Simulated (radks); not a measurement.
Values are calculated unless marked as measured or tabulated.
Question: Species: In35+. Configuration: [Ne] 3s2 3p2 (the NIST ground configuration). Code: a radial shooting solver on a logarithmic mesh with Libxc functionals. Model: Dirac Kohn-Sham, BLYP, spin-unpolarised, spherical densities, point nucleus; open shells are shared between the two j in proportion to 2j + 1. Some entries of the table are withheld. Estimate them.

orbital      occ.  eigenvalue (hartree)  r(max) (bohr)
1s1/2           2             -1093.886        0.01921
2s1/2           2                   (1)            (2)
2p1/2           2             -214.2408            (3)
2p3/2           4             -206.2593            (4)
3s1/2           2             -87.23650         0.2924
3p1/2    0.666667             -83.90542         0.2759
3p3/2     1.33333             -81.93368         0.2837
3d3/2           0             -77.14797            (5)
3d5/2           0             -76.68213            (6)
4s1/2           0             -46.13896         0.5873
4p1/2           0                   (7)         0.5781
4p3/2           0                   (8)         0.5899
4f5/2           0             -40.38734         0.4297
4f7/2           0             -40.31882         0.4310

Answer: 
(1) 2s1/2 eigenvalue (hartree): -223.6291
(2) 2s1/2 r(max) (bohr): 0.1080
(3) 2p1/2 r(max) (bohr): 0.08319
(4) 2p3/2 r(max) (bohr): 0.08752
(5) 3d3/2 r(max) (bohr): 0.2226
(6) 3d5/2 r(max) (bohr): 0.2247
(7) 4p1/2 eigenvalue (hartree): -44.72590
(8) 4p3/2 eigenvalue (hartree): -43.99064
